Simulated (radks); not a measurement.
Task: The table gives one normalised radial function P(r) = r R(r) (large component) of Yb4+ in [Xe] 4f12 (r in bohr). All-electron calculation, Dirac Kohn-Sham, PBE, spin-unpolarised, spherical densities, finite nucleus; open shells fill j = l - 1/2 first; Fermi nuclear charge, rms radius 5.3108 fm. Program: a radial shooting solver on a logarithmic mesh with Libxc functionals.

r	P
0.0007179	0.0000
0.0009499	0.0000
0.001247	0.0001
0.00165	0.0001
0.002165	0.0002
0.002865	0.0004
0.003791	0.0007
0.004976	0.0014
0.006584	0.0029
0.008642	0.0058
0.01143	0.0117
0.01513	0.0234
0.01986	0.0453
0.02628	0.0868
0.03449	0.1575
0.04563	0.2757
0.06038	0.4478
0.07925	0.6504
0.1049	0.8279
0.1376	0.8458
0.1821	0.5562
0.241	-0.0886
0.3163	-0.8631
0.4185	-1.4199
0.5493	-1.4478
0.7268	-1.0363
0.9616	-0.5269
1.262	-0.1913
1.67	-0.0435
2.192	-0.0060
2.9	-0.0004
3.838	0.0000

Which n and l does it have? It may be an empty orbital.

Result: n = 4, l = 2: the number of nodes gives n - l - 1 = 1, the rise at small r points to l (for j = l - 1/2 the large component starts outside the nucleus as r^gamma with gamma = sqrt(l^2 - (Z/c)^2) = 1.93 and the r^(l+1) term takes over further out; the orbital of l - 1 with the same j starts with the same power, but with a larger coefficient, and does not steepen), and the extent must fit the shell. The curve is that of 4d3/2; the two j differ most near the nucleus, where j = l - 1/2 has the larger amplitude, and in heavy atoms j = l - 1/2 is also the more compact. 4d3/2: eigenvalue -239.07 eV, 1 radial node at r = 0.233 bohr, <r> = 0.550 bohr, 90 % of the charge inside 0.826 bohr.
